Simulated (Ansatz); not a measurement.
Geometry optimisation, RKS PBE-D4/def2-SVP (Ansatz 0.2.0).

input.yaml

```yaml
crystal:
  periodic: [false, false, false]
  atoms:
    - { symbol: Se, position_ang: [0.5937, -1.1989, 0.3058] }
    - { symbol: Se, position_ang: [0.4692, 1.2073, 0.0297] }
    - { symbol: H, position_ang: [0.51848, 1.89595, 1.39507] }
    - { symbol: H, position_ang: [-0.1508, 1.0633, -1.3327] }
basis:
  gaussian: { orbitals: def2-SVP }
hamiltonian:
  xc: pbe
  dispersion: d4
relax:
  f_tol: 0.02
  max_steps: 50
```

Launched with:

```bash
$ ansatz run input.yaml --threads 1 --pin off --max-ram 2048MiB --backend cpu --events-out ev --progress --plain --runs-dir out
```

Where does it end, and by what steps?

The run converged. After 7 steps the energy has fallen by 2.011 eV; H4 moved furthest, 0.51 Å.

```csv
step,energy less start (eV),largest force component (eV/Å),accepted
0,0.0000,3.296,yes
1,-0.9262,1.915,yes
2,-1.5081,1.324,yes
3,-1.8548,0.974,yes
4,-1.9416,0.460,yes
5,-2.0096,0.171,yes
6,-2.0109,0.074,yes
7,-2.0111,0.004,yes
```

```xyz
4
Properties=species:S:1:pos:R:3
Se 0.626 -1.208 0.423
Se 0.883 0.980 -0.079
H 0.209 1.797 1.024
H -0.288 1.399 -0.970
```

Whether the end is a true minimum wasn't checked by a vibrational analysis.

The run took 13 s on 1 CPU thread of a shared host.
